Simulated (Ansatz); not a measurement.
CH6BrNOSi can be A, `CO[SiH](N)Br`, or B, `N[SiH](O)CBr`.

Computed with Ansatz on PBE0-D4/def2-TZVP structures; ΔE is electronic, products minus reactants. CCSD(T)/CBS adds triple-zeta CCSD(T) − MP2 to the extrapolated MP2 energy (def2 sets, frozen cores). DFT in def2-TZVPP. B3LYP here is the variant with VWN-RPA as its local correlation; programs differ in this. For Br outer-core shells are correlated without core-valence functions, which leaves a few kJ/mol of doubt a bond. Scalar relativity is left out up to krypton. One conformer a species, not always the lowest.

A:

Z-matrix (Å, degrees):
```
C
O 1 1.411
H 1 1.091 2 108.0
H 1 1.094 2 111.0 3 -119.4
H 1 1.096 2 111.5 3 119.3
Si 2 1.631 1 124.5 3 -174.3
Br 6 2.229 2 107.6 1 -58.4
N 6 1.689 2 112.9 1 -177.4
H 6 1.479 2 110.0 1 59.5
H 8 1.007 6 120.8 2 -80.1
H 8 1.006 6 121.7 2 72.6
```

B:

Z-matrix (Å, degrees):
```
Si
O 1 1.647
C 1 1.878 2 110.8
N 1 1.697 2 112.4 3 120.1
H 1 1.489 2 108.7 3 -118.6
H 2 0.958 1 118.1 3 75.7
Br 3 1.950 1 110.6 2 68.8
H 3 1.090 1 112.9 2 -49.9
H 3 1.090 1 111.8 2 -172.9
H 4 1.008 1 118.9 2 -76.9
H 4 1.007 1 120.7 2 67.5
```

Q: Which isomer does CCSD(T)/CBS put lower? Give the gap. (Estimate.)

A: Computed: A, by 67.4 kJ/mol.

Q: Give E(B) − E(A) in kJ/mol with MP2/def2-TZVPP, B2PLYP, CCSD(T)/def2-TZVPP, PBE0-D4, CCSD/def2-TZVPP, ωB97M-V, B3LYP-D4. (Estimate.)

A: The calculation gave: MP2/def2-TZVPP 66.0, B2PLYP 71.1, CCSD(T)/def2-TZVPP 65.7, PBE0-D4 70.0, CCSD/def2-TZVPP 68.0, ωB97M-V 70.2, B3LYP-D4 71.5. None reverses the order clearly.

Largest T1 diagnostic: 0.009.

From PBE to PBE0 (25 % exact exchange), in def2-TZVPP and without D4, E(B) − E(A) moves by +3.5 kJ/mol. In def2-TZVPP, CCSD(T) changes the Hartree–Fock value by −21.0 kJ/mol (the triples alone add −2.3 kJ/mol) and MP2 by −20.8 kJ/mol.
